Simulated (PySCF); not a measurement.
This PySCF input asks for the NMR shieldings of `FC[Si@]1(F)C=CC(F)=C1`, C5H5F3Si; the geometry comes from GFN2-xTB.

```python
import basis_set_exchange as bse
import numpy as np
from pyscf import gto, dft
from pyscf.prop import nmr

atoms = """
F    -2.024288    0.063699   -1.688232
C    -2.181638   -0.431714   -0.413323
Si   -0.549631   -0.349668    0.577311
F    -0.951786   -0.968073    2.022221
C     0.328550    1.319576    0.667178
C     1.545780    1.188082    0.130977
C     1.878165   -0.155238   -0.333454
F     3.093201   -0.339209   -0.870751
C     0.974090   -1.129212   -0.195736
H    -2.970148    0.161075    0.056712
H    -2.538686   -1.459024   -0.519053
H    -0.036253    2.259895    1.041310
H     2.275532    1.975281    0.025684
H     1.156434   -2.135941   -0.523010
"""
names = dict.fromkeys(["F", "C", "Si", "H"], "pcSseg-1")
basis = {el: gto.basis.parse(bse.get_basis(n, elements=[el], fmt="nwchem")) for el, n in names.items()}
mol = gto.M(atom=atoms, basis=basis, charge=0, verbose=0)
mf = dft.RKS(mol, xc="PBE0")
mf.grids.level = 2
mf.grids.alignment = dft.numint.BLKSIZE   # the property module wants whole blocks of grid points
mf.conv_tol = 1e-9
mf.kernel()

calc = nmr.RKS(mf)   # GIAO
C = mf.mo_coeff
Co = C[:, mf.mo_occ > 0]
resp = mf.gen_response(singlet=True, hermi=2)
def vind(x):   # induced exchange potential for any number of trial vectors
    d = np.einsum("pi,xij,qj->xpq", C, 2 * x.reshape(-1, C.shape[1], Co.shape[1]), Co, optimize=True)
    return np.einsum("xpq,pi,qj->xij", resp(d - d.transpose(0, 2, 1)), C, Co, optimize=True).ravel()
mo1, _ = nmr.rhf.solve_mo1(calc, with_cphf=vind)
sigma = calc.kernel(mo1)
for i, s in enumerate(sigma):   # ppm
    print("%2d %-2s %9.2f" % (i, mol.atom_pure_symbol(i), np.trace(s) / 3))
```

**Question.** What are the results?

**Answer.** 
```
 0 F     487.46
 1 C     111.73
 2 Si    339.24
 3 F     382.03
 4 C      49.70
 5 C      32.60
 6 C       1.51
 7 F     247.13
 8 C      90.70
 9 H      26.55
10 H      26.52
11 H      25.62
12 H      24.80
13 H      26.90
```

These numbers come from an equivalent density-fitted implementation of the same equations, which agrees with the script to about 0.01 ppm for H and up to a few tenths of a ppm for heavy atoms, so last digits may differ.

**Question.** Turn these shieldings into chemical shifts. References, each an isolated molecule treated in the same way: 19F (σref 170.95) vs CFCl3; TMS for 13C (σref 186.93) and 29Si (σref 349.16) and 1H (σref 31.72).

**Answer.** Averaging equivalent atoms: F 7: -76.2; F 3: -211.1; F 0: -316.5; C 6: 185.4; C 5: 154.3; C 4: 137.2; C 8: 96.2; C 1: 75.2; Si 2: 9.9; H 12: 6.92; H 11: 6.10; H 10: 5.20; H 9: 5.17; H 13: 4.81 ppm. Unscaled 19F shifts against computed CFCl3 carry errors that often reach 10 to 50 ppm.

Size and cost of the density-fitted run: 185 basis functions, 90 s wall time (80 s CPU) on 1 thread of an Intel Xeon, shared host; peak memory 0.82 GiB.
